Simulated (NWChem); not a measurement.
System: Si2NH5F2; SMILES [SiH2]([Si@H](F)N)F

NWChem input:

```
start job
memory heap 200 mb stack 900 mb global 1100 mb
geometry units angstroms noautosym nocenter noautoz
  N      1.569248    -1.315470     0.215301
  Si     0.008240    -0.870543    -0.345020
  F     -1.212215    -1.762886     0.266132
  Si    -0.458364     1.332200     0.302095
  F      0.553087     2.350016    -0.459440
  H      1.868112    -1.143091     1.167277
  H      2.064952    -2.100223    -0.190830
  H      0.012523    -1.103182    -1.812021
  H     -1.853950     1.719257    -0.043536
  H     -0.273211     1.501043     1.772609
end
basis spherical
  * library 6-31g*
end
dft
  xc xpbe96 cpbe96
  iterations 150
end
cosmo
  do_cosmo_smd true
  solvent propnol2
end
task dft energy
```

Coordinates come from a B3LYP/6-31G* (spherical d) optimisation. Solvent: 2-propanol.

Level: PBE/6-31G* with SMD (1 M gas to 1 M solution), gas-phase geometry. Reactions with the solvent are ignored.

**Question.** Predict the main results of this run. (PBE/6-31G* (spherical d), SMD on the gas-phase geometry.) Quantities: solvation free energy (kcal/mol); cavity-dispersion-structure term (kcal/mol); dipole in solution (D).

**Answer.** 
| Property | Value |
|---|---|
| solvation free energy (kcal/mol) | -5.0 |
| cavity-dispersion-structure term (kcal/mol) | 0.8 |
| dipole in solution (D) | 2.47 |
